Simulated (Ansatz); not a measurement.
Born–Oppenheimer molecular dynamics of F6H2W (9 atoms, charge 0, multiplicity 1). It starts at the highest image of a converged band. Of that band: The profile has 2 maxima (images 1, 4) with wells between them (image 3): this band takes more than one step, which may be the mechanism or a detour left from its start path. A vibrational analysis at the climbing image gives one clearly imaginary mode, 829i cm⁻¹: a first-order saddle point.

These are results of RKS PBE0/def2-SVP in Ansatz, not measurements.

```
ensemble                      : NVE (velocity Verlet)
time step                     : 0.5 fs
steps asked                   : 200
starting velocities drawn for : 300 K
seed                          : 7285
```

Frames 1 fs apart, positions in Å.

Velocities at 45 fs (Å/ps):

```
W -0.81 -1.42 -0.65
H -7.10 0.14 -8.36
F 1.51 7.68 -2.09
F 1.93 -3.60 7.85
F 1.87 6.87 2.91
F -3.71 -3.92 -4.92
F 5.24 -4.46 -3.73
F 0.66 10.43 7.33
H 14.28 12.49 -12.35
```

```xyz
9
Properties=species:S:1:pos:R:3 time_fs=45 energy_less_start_eV=-0.264 T=592
W 0.130 0.142 -0.115
H 0.580 -0.491 1.355
F 1.980 0.292 -0.124
F -0.123 1.942 -0.591
F -1.496 0.340 0.734
F -0.397 -1.643 -0.161
F 0.346 -0.312 -1.895
F 0.654 1.911 1.753
H 1.227 2.182 2.450
9
Properties=species:S:1:pos:R:3 time_fs=46 energy_less_start_eV=-0.274 T=603
W 0.129 0.141 -0.116
H 0.575 -0.491 1.349
F 1.982 0.300 -0.126
F -0.122 1.938 -0.583
F -1.494 0.347 0.737
F -0.401 -1.647 -0.166
F 0.351 -0.317 -1.898
F 0.654 1.922 1.760
H 1.240 2.192 2.435
9
Properties=species:S:1:pos:R:3 time_fs=47 energy_less_start_eV=-0.279 T=609
W 0.128 0.140 -0.117
H 0.572 -0.492 1.347
F 1.983 0.308 -0.128
F -0.120 1.934 -0.575
F -1.492 0.354 0.740
F -0.405 -1.651 -0.171
F 0.357 -0.321 -1.902
F 0.655 1.933 1.768
H 1.250 2.200 2.417
9
Properties=species:S:1:pos:R:3 time_fs=48 energy_less_start_eV=-0.280 T=609
W 0.127 0.138 -0.117
H 0.573 -0.494 1.350
F 1.984 0.316 -0.130
F -0.117 1.930 -0.567
F -1.490 0.361 0.743
F -0.409 -1.655 -0.175
F 0.362 -0.326 -1.906
F 0.656 1.943 1.776
H 1.264 2.207 2.400
9
Properties=species:S:1:pos:R:3 time_fs=49 energy_less_start_eV=-0.286 T=616
W 0.126 0.137 -0.118
H 0.578 -0.497 1.357
F 1.985 0.324 -0.132
F -0.115 1.925 -0.559
F -1.488 0.368 0.746
F -0.413 -1.659 -0.180
F 0.368 -0.330 -1.910
F 0.656 1.954 1.783
H 1.284 2.215 2.389
9
Properties=species:S:1:pos:R:3 time_fs=50 energy_less_start_eV=-0.295 T=626
W 0.126 0.135 -0.119
H 0.585 -0.500 1.367
F 1.985 0.332 -0.133
F -0.113 1.921 -0.552
F -1.486 0.375 0.749
F -0.417 -1.662 -0.184
F 0.373 -0.334 -1.914
F 0.656 1.964 1.790
H 1.311 2.224 2.383
9
Properties=species:S:1:pos:R:3 time_fs=51 energy_less_start_eV=-0.292 T=623
W 0.125 0.134 -0.120
H 0.595 -0.502 1.378
F 1.985 0.340 -0.135
F -0.111 1.916 -0.544
F -1.484 0.382 0.752
F -0.421 -1.665 -0.189
F 0.378 -0.338 -1.918
F 0.656 1.974 1.797
H 1.340 2.232 2.378
9
Properties=species:S:1:pos:R:3 time_fs=52 energy_less_start_eV=-0.280 T=610
W 0.124 0.132 -0.121
H 0.606 -0.502 1.387
F 1.985 0.349 -0.136
F -0.109 1.911 -0.537
F -1.481 0.389 0.755
F -0.425 -1.668 -0.193
F 0.384 -0.341 -1.921
F 0.656 1.984 1.804
H 1.367 2.237 2.370
9
Properties=species:S:1:pos:R:3 time_fs=53 energy_less_start_eV=-0.273 T=602
W 0.123 0.131 -0.122
H 0.617 -0.501 1.395
F 1.984 0.357 -0.137
F -0.106 1.907 -0.529
F -1.479 0.396 0.759
F -0.429 -1.670 -0.197
F 0.389 -0.344 -1.925
F 0.656 1.995 1.812
H 1.387 2.239 2.357
9
Properties=species:S:1:pos:R:3 time_fs=54 energy_less_start_eV=-0.272 T=601
W 0.123 0.129 -0.123
H 0.629 -0.497 1.398
F 1.983 0.366 -0.138
F -0.104 1.902 -0.522
F -1.477 0.403 0.762
F -0.433 -1.672 -0.201
F 0.394 -0.348 -1.928
F 0.657 2.005 1.820
H 1.401 2.237 2.337
9
Properties=species:S:1:pos:R:3 time_fs=55 energy_less_start_eV=-0.270 T=598
W 0.122 0.127 -0.124
H 0.640 -0.491 1.396
F 1.981 0.374 -0.139
F -0.102 1.898 -0.516
F -1.474 0.410 0.765
F -0.437 -1.674 -0.204
F 0.400 -0.350 -1.931
F 0.658 2.016 1.828
H 1.411 2.233 2.313
9
Properties=species:S:1:pos:R:3 time_fs=56 energy_less_start_eV=-0.262 T=590
W 0.121 0.125 -0.125
H 0.650 -0.483 1.390
F 1.979 0.383 -0.140
F -0.100 1.894 -0.509
F -1.472 0.417 0.768
F -0.442 -1.675 -0.208
F 0.405 -0.353 -1.933
F 0.658 2.026 1.837
H 1.423 2.228 2.291
```

Of the whole run (100 fs, mean temperature of the second half 547 K): The conserved energy stayed within 0.035 meV per atom of its start (net change 0.0052 meV per atom), so the integration is sound. The kinetic energy rose, since the run started high on the potential surface and went downhill. It ends in pieces (F5HW + FH), so much of that is their flight and rotation, not heat. A run of 0.1 ps of so small a system gives no equilibrium averages. The orbitals stay closed-shell, which can raise the energy where a bond breaks towards radicals; this wasn't checked here.

Time of the run: 8.7 min on 4 threads of Arm Neoverse V2 (shared host), peak memory 0.33 GiB.
